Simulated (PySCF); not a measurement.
# UHF on Cd (cadmium, neutral)

Configuration: [Kr] 4d10 5s1 6s1, high-spin 3S determinant (an excited configuration). Computed with PySCF 2.14 in aug-cc-pVQZ-PP with ECP28MDF (7s7p6d4f3g2h, 135 functions), with scalar relativity through the core potential.

```json
{
 "Total energy": "-166.657718 hartree",
 "One-electron energy": "-293.7181 hartree",
 "Hartree (Coulomb) energy": "141.5586 hartree",
 "Exchange energy": "-14.4982 hartree",
 "⟨S²⟩": "2.0013",
 "⟨L²⟩": "0.000",
 "Sum of ⟨r⟩": "31.77 bohr",
 "Sum of ⟨r²⟩": "117.9 bohr²"
}
```

```json
{"shell": "4s α", "electrons": "1", "mean orbital energy (eV)": "-136.27", "rms radius, mean of both spins (bohr)": "0.947"}
{"shell": "4s β", "electrons": "1", "mean orbital energy (eV)": "-136.08", "rms radius, mean of both spins (bohr)": "0.947"}
{"shell": "4p α", "electrons": "3", "mean orbital energy (eV)": "-90.843", "rms radius, mean of both spins (bohr)": "1.04"}
{"shell": "4p β", "electrons": "3", "mean orbital energy (eV)": "-90.843", "rms radius, mean of both spins (bohr)": "1.04"}
{"shell": "4d α", "electrons": "5", "mean orbital energy (eV)": "-24.621", "rms radius, mean of both spins (bohr)": "1.37"}
{"shell": "4d β", "electrons": "5", "mean orbital energy (eV)": "-24.453", "rms radius, mean of both spins (bohr)": "1.37"}
{"shell": "5s α", "electrons": "1", "mean orbital energy (eV)": "-12.319", "rms radius, mean of both spins (bohr)": "2.98"}
{"shell": "6s α", "electrons": "1", "mean orbital energy (eV)": "-2.410", "rms radius, mean of both spins (bohr)": "9.05"}
```

Energies and moments cover only the electrons outside the core potential. The outer electron is Rydberg-like, and this basis confines it to a smaller radius and binds it less than a complete one would.
